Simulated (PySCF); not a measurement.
# Worked example for GaCl2(vinyl): ionisation energy to the radical cation

Structure: `C=[CH][Ga]([Cl])[Cl]` (C2H3Cl2Ga).

Energies: ωB97X-D3(BJ)/ma-def2-SVP (PySCF, density fitting, integration grid level 2) on PBE-D3(BJ)/def2-SVP structures. The prefix ma- adds one diffuse s and one diffuse p function on all atoms but H. ωB97X-D3(BJ) is ωB97X-V with D3(BJ) in place of VV10. Zero-point energies come from unscaled GFN2-xTB harmonic frequencies. These were taken at the GFN2-xTB minima.

```csv
state,structure,E / Eh
parent,parent,-2922.801890
radical cation,parent,-2922.395852
radical cation,radical cation,-2922.420790
parent,radical cation,-2922.763296
```

Zero-point energy of the radical cation less that of the parent: -0.080 eV. 1 Eh = 27.2114 eV.

Task: Work out the vertical and adiabatic ionisation energy.

Result: Vertical: (-2922.395852) − (-2922.801890) = 0.406038 Eh = 11.05 eV. Adiabatic: 0.381100 Eh = 10.370 eV, and 10.29 eV with zero-point energy.

Task: And the inner reorganisation energy of self-exchange?

Result: The radical cation relaxes by 678.6 meV and the parent by 1050.2 meV, so λ = 1729 meV.

Known limits: ma-def2-SVP is a small basis, whose errors can reach tens of kJ/mol; spin-orbit coupling is left out of the energies, which matters for open shells on the heavier atoms; atoms from Ga to Kr are treated without relativity.
